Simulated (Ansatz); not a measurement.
Calculated with Ansatz (gas phase, PBE0-D4/def2-TZVP geometries, no zero-point term in ΔE). CCSD(T)/CBS is the MP2 limit (def2-TZVPP, def2-QZVPP) plus CCSD(T) − MP2 in def2-TZVPP, frozen cores. DFT in def2-TZVPP. For As, Ge, Se outer-core shells are correlated without core-valence functions, which leaves a few kJ/mol of doubt a bond. Scalar relativity is left out up to krypton. One conformer a species, not always the lowest.

`C[C]([GeH3])=[Se]` + `O[AsH2]` → `O[AsH][GeH3]` + `CC=[Se]`  (ligand exchange at a Ge–C bond)

`C[C]([GeH3])=[Se]`:

Cartesian coordinates in Å:
```
C -0.267 -0.454 -1.368
C 0.302 0.525 -0.403
Ge 0.077 0.123 1.509
Se 1.141 1.989 -0.905
H -0.101 -0.156 -2.403
H -1.343 -0.573 -1.192
H 0.174 -1.444 -1.200
H 0.720 1.225 2.351
H 0.726 -1.244 1.801
H -1.430 0.009 1.811
```

`O[AsH2]`:

Z-matrix (Å, degrees):
```
As
O 1 1.802
H 1 1.527 2 95.9
H 1 1.527 2 95.9 3 91.9
H 2 0.960 1 107.7 3 134.2
```

`O[AsH][GeH3]`:

Z-matrix (Å, degrees):
```
Ge
As 1 2.432
H 1 1.535 2 110.9
H 1 1.537 2 108.8 3 -120.7
H 1 1.540 2 108.5 3 120.8
O 2 1.812 1 95.1 3 43.1
H 2 1.530 1 91.6 3 -53.2
H 6 0.961 2 107.6 1 140.0
```

`CC=[Se]`:

Cartesian coordinates in Å:
```
C 0.047 -0.479 0.488
C 0.030 0.511 -0.609
Se -1.117 1.820 -0.809
H 1.012 -0.440 1.009
H -0.029 -1.493 0.075
H -0.759 -0.315 1.202
H 0.816 0.396 -1.356
```

CCSD(T)/CBS gives -42.5 kJ/mol.

Q: Another level gave -38.4 kJ/mol. Which?
A. PBE0/def2-TZVPP
B. MP2/def2-TZVPP
C. LDA (SPW92)/def2-TZVPP
D. CCSD/def2-TZVPP

A: B. MP2/def2-TZVPP -38.4, LDA (SPW92) -49.1, PBE0 -54.5, CCSD/def2-TZVPP -43.8 kJ/mol.

Largest T1 diagnostic among the species: 0.016.

Leaving LDA and LC-ωPBE aside and taking each functional with its dispersion term where it has one, the values, not all of them listed here, spread over 7.0 kJ/mol, from PBE-D4 to B97M-V. LDA lies +6.2 kJ/mol from PBE without D4. The D4 term adds +4.1 kJ/mol with B3LYP and +2.3 kJ/mol with PBE0; it sums over pairs of atoms, weighted by their polarisabilities, and B3LYP, whose exchange is more repulsive, gets the larger term. In def2-TZVPP, CCSD(T) changes the Hartree–Fock value by +9.9 kJ/mol (the triples alone add +1.8 kJ/mol) and MP2 by +13.5 kJ/mol.

B3LYP here is the variant with VWN-RPA as its local correlation; programs differ in this.
